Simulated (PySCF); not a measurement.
SnCl3, SMILES [Cl][Sn]([Cl])[Cl], multiplicity 2. Geometry optimised at PBE-D3(BJ)/def2-SVP. The multiplicity is an assumed one; other spin states were not compared. The isomer is the one that the SMILES or the coordinates give; other isomers of the formula were not compared. The def2 effective core potentials stand for the cores of Sn; spin–orbit coupling is left out.

Method: PBE-D3(BJ)/def2-SVP (PySCF).

Harmonic wavenumbers (cm⁻¹): 91, 91, 103, 316, 345, 345. Rotational constants (GHz): 1.646, 1.646, 0.9508; symmetry number 3.

### Question
Work out the zero-point energy and the ideal-gas rigid-rotor harmonic-oscillator thermochemistry at 298.15 K and 1 atm.

### Answer
ZPE = ½ Σ hcν = ½ × 1291 cm⁻¹ = 7.72 kJ/mol. H − E(el) = 26.48 kJ/mol. Entropy in J/(mol K): translation 176.30, rotation 113.09, vibration 60.21, spin 5.76, total 355.37. G − E(el) = -79.47 kJ/mol. Cp = 77.90 J/(mol K). Modes under 150 cm⁻¹ make the vibrational entropy uncertain.
